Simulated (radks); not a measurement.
Results of a calculation; reference values are marked as such.
Problem. Ionisation of the neon ion Ne3+, [He] 2s2 2p3, to Ne4+, [He] 2s2 2p2, under several functionals. Dirac Kohn-Sham, spin-unpolarised, spherical densities, finite nucleus; open shells fill j = l - 1/2 first; a radial shooting solver on a logarithmic mesh with Libxc functionals. Known Delta-SCF values: PBE 94.549 eV; LDA (Slater exchange, VWN5 correlation) 94.629 eV; revPBE 94.475 eV. What does exchange-only PBE give, and what is its highest occupied eigenvalue?

Solution. 93.385 eV by Delta-SCF; the 2p3/2 eigenvalue is -79.302 eV. NIST: 97.190 eV (semi-empirical).

Beside tabulated values, note that spin-unpolarised runs miss the spin-polarisation part of the exchange energy of open shells.
